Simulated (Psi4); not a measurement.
HO$_{2}$Si, charge +1, singlet, geometry from GFN2-xTB, with bond 1-2 at 1.6 times its length. Base run: CAM-B3LYP/3-21G (Psi4).

Here is a job for Psi4.
```
memory 2 GB

molecule {
1 1
O     2.44853496    0.16482147    0.03932141
Si    0.08969194    0.00476254    0.00098272
O    -1.42269128   -0.09053858   -0.02097034
H    -2.38590764   -0.18076186   -0.04555055
}

set {
  basis 3-21g
}

energy('cam-b3lyp')
print_variables()
```

Variants of this job, named by their change:

```tsv
change	ΔE vs base (µEh)	SCF cycles	grid points	basis functions	outcome
base	0.0	11	86568	33	converged
cholesky_tolerance = 1e-6 (with scf_type cd)	-	-	-	-	input refused
dft_nuclear_scheme = becke	11.8	11	86363	33	converged
diis_max_vecs = 3	0.0	13	86568	33	converged
guess = sap	0.0	10	86568	33	converged
dft_radial_points = 35	583	11	41255	33	converged
df_basis_scf = cc-pvqz-jkfit	63.7	11	86568	33	converged
dft_radial_scheme = becke	0.7	11	76089	33	converged
ints_tolerance = 1e-8	0.0	11	86568	33	converged
scf_type = pk	99.8	11	86568	33	converged
guess = sadno	0.0	13	86568	33	converged
diis_max_vecs = 15	0.0	11	86568	33	converged
dft_spherical_points = 194	35.0	11	55820	33	converged
```

- cholesky_tolerance = 1e-6 (with scf_type cd): ended with `psi4.driver.p4util.exceptions.ValidationError: SCF: SCF_TYPE (CD) not supported for range-separated functionals, plese use SCF_TYPE = 'DF' to automatically select the correct JK build.`
